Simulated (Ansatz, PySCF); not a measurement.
Molecule: C3H5Cl (charge 0, singlet). 
Geometry from a B3LYP-D3(BJ)/def2-TZVP (Ansatz, a quantum-chemistry and plane-wave program) optimisation:
```
C
C 1 1.3231
H 2 1.0812 1 123.80
H 1 1.0847 2 119.00 3 180.00
C 1 1.4957 4 117.58 2 -180.00
H 5 1.0904 1 111.68 4 180.00
H 5 1.0934 6 108.21 1 -122.25
H 5 1.0934 6 108.21 7 -115.50
Cl 2 1.7403 3 112.81 1 180.00
```

Quantity: vertical ionisation energy (to the doublet state of charge +1; each state is the SCF solution reached for its spin), in eV. Valence correlation only, unless marked. Open shells are spin-unrestricted. Spin-orbit coupling is left out. No relativistic terms. CBS marks a two-point X^-3 extrapolation of the correlation energy; Hartree-Fock from the larger set. The bracket is a focal-point correction in the basis named.

| level | program | vertical ionisation energy (eV) | minus last row |
|---|---|---|---|
| r2SCAN/def2-TZVPD | Ansatz | 9.23 | -0.50 |
| B3LYP/def2-TZVPD | Ansatz | 9.35 | -0.38 |
| BHLYP/def2-TZVPD | Ansatz | 9.31 | -0.42 |
| B2PLYP/def2-TZVPD | Ansatz | 9.41 | -0.32 |
| RI-MP2/aug-cc-pV(Q+d)Z | Ansatz | 9.89 | 0.16 |
| SCS-MP2/aug-cc-pV(T+d)Z | Ansatz | 9.80 | 0.07 |
| RI-MP2/CBS(aug-cc-pV(T+d)Z,aug-cc-pV(Q+d)Z)+[CCSD(T)-MP2]/aug-cc-pV(T+d)Z | Ansatz | 9.73 | 0.00 |

For comparison, minus the highest occupied orbital energy (PySCF): 8.39 eV at M06-2X/def2-TZVPD, 9.72 eV at HF/def2-TZVPD, 6.54 eV at TPSSh/def2-TZVPD.
